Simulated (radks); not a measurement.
Question: N2.5+, configuration 1s(up 1, down 0.5) 2s2 2p1 (fractional occupations, a model configuration). Method: non-relativistic Kohn-Sham, PBE, spin-polarised, spherical densities, point nucleus; open shells are filled with parallel spins first; computed with a radial shooting solver on a logarithmic mesh with Libxc functionals. Some entries of the table are withheld. Estimate them.

orbital,occ.,eigenvalue (hartree),<1/r> (bohr^-1)
1s up,1,-17.32255,6.785
1s down,0.5,-16.84876,6.742
2s up,1,-2.31451,(1)
2s down,1,-2.20105,(2)
2p up,1,-1.91241,1.282
2p down,0,-1.79007,1.244

Answer: 
(1) 2s up <1/r> (bohr^-1): 1.343
(2) 2s down <1/r> (bohr^-1): 1.313
